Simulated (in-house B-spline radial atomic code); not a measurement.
Configurations of neutral chlorine, with energies counted from [Ne] 3s2 3p5. Level of theory: non-relativistic HSE06, spin-polarised, spherical fractional occupations, point nucleus; calculated with an all-electron radial atomic-structure program (B-spline basis). Shells without spins written out take the highest spin.

Caution: exact exchange at fractional occupations of open shells leaves self-interaction of up to several eV.

Occupations are held fixed; configurations that lie above the ionisation limit could autoionise.

```tsv
configuration	E - E(ref) (eV)	highest orbital	its <r> (bohr)
[Ne] 3s2 3p(2 up, 2 down) 4s(1 up, 0 down)	10.986	4s up	5.423
[Ne] 3s2 3p4 3d1	11.104	3d up	7.712
[Ne] 3s1 3p5 3d1	23.94	3d up	7.42
[Ne] 3s1 3p5 4d1	24.597	4d up	13.2
[Ne] 3s1 3p5 4f1	25.024	4f up	17.06
[He] 2s2 2p(2 up, 3 down) 3s2 3p(2 up, 3 down) 4p(1 up, 0 down)	210.93	4p up	7.23
[He] 2s2 2p5 3s2 3p5 3d1	211.61	3d up	7.631
```

(1) Order these further configurations by energy, lowest first.
A. [He] 2s2 2p5 3s2 3p5 4d1
B. [Ne] 3s(1 up, 0 down) 3p(2 up, 3 down) 4p(0 up, 1 down)
C. [He] 2s2 2p5 3s2 3p6
D. [Ne] 3s2 3p4 4s1
E. [Ne] 3s1 3p6

(2) How far above the reference does [He] 2s2 2p5 3s2 3p5 4p1 lie?

(3) How far above the reference does [Ne] 3s2 3p(2 up, 2 down) 3d(0 up, 1 down) lie?

Answers

(1) D (8.9951 eV), E (12.031 eV), B (25.006 eV), C (197.25 eV), A (212.22 eV).

(2) 210.88 eV; its least bound orbital is 4p up with <r> = 7.091 bohr.

(3) 13.132 eV; its least bound orbital is 3d down with <r> = 8.245 bohr.
